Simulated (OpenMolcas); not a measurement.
## Multiplet structure of Br+

* Program: OpenMolcas 26.06
* Method: RASSCF
* Basis: ANO-RCC-VQZP [7s6p4d2f1g]
* Scalar Hamiltonian: DKH2, point nucleus
* Active space: 6 electrons in 9 orbitals (RAS2 4s 4p; RAS3 4d, at most 2 electrons)
* State averaging: 2S+1 = 3 even, 3 roots; 2S+1 = 1 even, 6 roots; 2S+1 = 3 odd, 5 roots kept (CI in the orbitals of an earlier block); 2S+1 = 1 odd, 1 root
* Spin-orbit coupling: RASSI with atomic mean-field integrals over the reference wave functions, term energies averaged over their components

Spin-free terms above the lowest, with the occupations of the reference:

| Configuration | Term | E (cm⁻¹) | Occupations |
| --- | --- | --- | --- |
| 4s² 4p⁴ | ³P | 0.0 | 4s 1.98 4p 3.96 4d 0.06 |
| 4s² 4p⁴ | ¹D | 11959 | 4s 1.98 4p 3.96 4d 0.06 |
| 4s² 4p⁴ | ¹S | 27040 | 4s 1.93 4p 4.00 4d 0.07 |

With spin-orbit coupling, above the lowest level:

```json
{"Configuration": "4s² 4p⁴", "Term": "³P", "J": "2", "E (cm⁻¹)": "0.0", "Measured (cm⁻¹)": "0.0", "g": "1.492", "Term weight %": "98"}
{"Configuration": "4s² 4p⁴", "Term": "³P", "J": "1", "E (cm⁻¹)": "2781", "Measured (cm⁻¹)": "3136", "g": "1.501", "Term weight %": "100"}
{"Configuration": "4s² 4p⁴", "Term": "³P", "J": "0", "E (cm⁻¹)": "3547", "Measured (cm⁻¹)": "3837", "g": "", "Term weight %": "98"}
{"Configuration": "4s² 4p⁴", "Term": "¹D", "J": "2", "E (cm⁻¹)": "13710", "Measured (cm⁻¹)": "12089", "g": "1.009", "Term weight %": "98"}
{"Configuration": "4s² 4p⁴", "Term": "¹S", "J": "0", "E (cm⁻¹)": "29055", "Measured (cm⁻¹)": "27867", "g": "", "Term weight %": "98"}
```

Against the 4 measured excited levels shown (NIST Handbook of Basic Atomic Spectroscopic Data) the mean absolute deviation is 860 cm-1; the largest miss in energy is 4s² 4p⁴ ¹D₂: computed 13710, measured 12089 cm⁻¹ (+13.4 %).

Spin-orbit coupling puts the lowest level 1511 cm⁻¹ below the lowest spin-free term.

For ³P the intervals divided by the larger J are -765.9, -1390.6 cm-1. Landé's interval rule makes them equal in pure LS coupling; they differ by 58 % of their mean. The multiplet is inverted.

Without dynamic correlation excited terms often stand tens of per cent too high (terms of higher spin than the ground term too low), and those without a measured partner can miss by more than the paired ones. The run also gave levels led by 4s² 4p³ 4d, which use shells meant for correlation; these and all levels above them are left out. No level of 4s 4p⁵ was computed, though it lies in the active space. Computed and measured levels are paired by configuration, term and J; levels that our copy of the source lacks, or whose pairing is in doubt (as where it misses far off the trend of its configuration), stay unpaired and out of the deviations. Levels of configurations outside the active space are missing. The first state left out of the spin-orbit step lies near 130000 cm-1 above the lowest spin-free state of the reference (among the parities and spins computed), and the list stops at four fifths of that energy or lower.

The term weight is that of the spin-free term in the level, not the purity of its configuration.
